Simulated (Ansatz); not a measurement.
The Ge1–H2 bond of BrGeH (SMILES [GeH][Br]) is stretched (multiplicity 1, the rest rigid).
Geometry at rest (charge 0, multiplicity 1):
```xyz
3

Ge    -0.6857    -0.5787     0.8219
H     -1.7232    -1.0732    -0.2958
Br     0.6761     0.5597    -0.7430
```

Frozen-core correlation. Filled d and f shells under p-block atoms count as core.

Programs: Ansatz (a first-principles code). 

FIC-MRCISD+Q on CASSCF(2,2)/cc-pVTZ, total energies (hartree):

```tsv
R (Å)	CASSCF	MRCISD	weight c² of the reference
1.603	-4648.485728	-4648.731685	0.89459
2.806	-4648.411244	-4648.649382	0.89409
5.130	-4648.388017	-4648.622999	0.89496
```

**Question.** Add the Davidson correction (E_MRCISD − E_CASSCF)(1 − c²)/c² and give the energies above the first point at the three levels.

**Answer.** 
Corrections (hartree): -0.028980, -0.028207, -0.027581. Above the first point (kcal/mol):
- R = 2.806 Å: CASSCF 46.7, MRCISD 51.6, with the correction 52.1
- R = 5.130 Å: CASSCF 61.3, MRCISD 68.2, with the correction 69.1
